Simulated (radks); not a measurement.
All-electron atom: Pt3+ in [Xe] 4f14 5d7. Calculated with a radial shooting solver on a logarithmic mesh with Libxc functionals: scalar-relativistic Kohn-Sham, PW91, spin-polarised, spherical densities, finite nucleus; open shells are filled with parallel spins first (spin-orbit coupling, left out, can overturn this in heavy ions); Fermi nuclear charge, rms radius 5.427 fm.

Radial electron density D(r) = 4 pi r^2 rho(r):

```
   r/bohr * D(r) (the largest magnitude, 145, reaches the edge; | marks zero)
  0.00116 |    *
 0.001572 |      *
 0.002113 |          *
 0.002841 |              *
  0.00382 |                     *
 0.005136 |                           *
 0.006905 |                                  *
 0.009358 |                                       *
  0.01258 |                                        *
  0.01692 |                                     *
  0.02274 |                                   *
  0.03058 |                                        *
  0.04111 |                                                  *
  0.05572 |                                                      *
  0.07491 |                                              *
   0.1007 |                                          *
   0.1354 |                                                 *
    0.182 |                                            *
   0.2448 |                            *
   0.3317 |                              *
    0.446 |                             *
   0.5996 |                *
   0.8061 |        *
    1.084 |      *
    1.469 |  *
    1.975 |*
    2.655 *
     3.57 *
    4.799 *
```

D(r) has 4 maxima, at r = 0.0114, 0.0531, 0.147, 0.383 bohr, and minima at 0.0222, 0.0945, 0.272 bohr, inside which lie 1.89, 10.99, 29.99 electrons.
